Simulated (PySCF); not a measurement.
# From computed data to an observable: oscillator strength and radiative lifetime

C₂H₄BCl, SMILES C=CBCl.

Geometry: B3LYP-D3(BJ)/def2-SVP. Other conformers were not sampled.

TDA-CAM-B3LYP/def2-SVPD (PySCF 2.14.0) puts the first singlet state with f over 0.02 at 6.30 eV (vertical), with the transition dipole (-0.003, -1.956, 0.000) in atomic units.

Q: Find the oscillator strength, the wavelength and the radiative lifetime that this transition would have in vacuum if emission retraced absorption.

A: 
|μ|² = 3.8259 au, so |μ| = 4.97 D. ΔE = 6.30/27.211 = 0.2315 hartree. f = (2/3) ΔE |μ|² = 0.591 (the program prints 0.591).
λ = 1239.84/6.30 = 197 nm; ν = 50813 cm⁻¹.
Einstein's coefficient A = 0.6670 ν² f s⁻¹ (ν in cm⁻¹) = 1.0e9 s⁻¹, so τ = 1/A = 0.98 ns. This state is S2; the lower singlet has f = 0.001. The figure is the radiative limit of this one transition; relaxation, internal conversion, crossing to triplets and a medium change what is measured.
